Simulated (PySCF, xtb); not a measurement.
C₄H₆BF, SMILES C=C=CB(F)C. Other conformers were not sampled.

Harmonic wavenumbers (cm⁻¹) from xtb 6.7.1 with GFN2-xTB at its own minimum, in rising order: 15, 63, 108, 271, 314, 339, 344, 497, 522, 741, 829, 833, 870, 874, 936, 1104, 1120, 1261, 1292, 1383, 1408, 1480, 1484, 2060, 3004, 3017, 3042, 3049, 3082, 3090.

### Question
What does B3LYP-D3(BJ)/def2-SVP in PySCF 2.14.0 give at its own minimum? (Estimate from the structure and the level; the computed values follow.)

### Answer
23, 67, 117, 302, 360, 385, 399, 531, 554, 779, 833, 860, 870, 908, 975, 1084, 1106, 1291, 1332, 1367, 1430, 1437, 1445, 2036, 3018, 3088, 3122, 3127, 3131, 3213. Paired by order, the mean absolute difference is 36 cm⁻¹ and the zero-point energies are 54.9 and 56.0 kcal/mol.
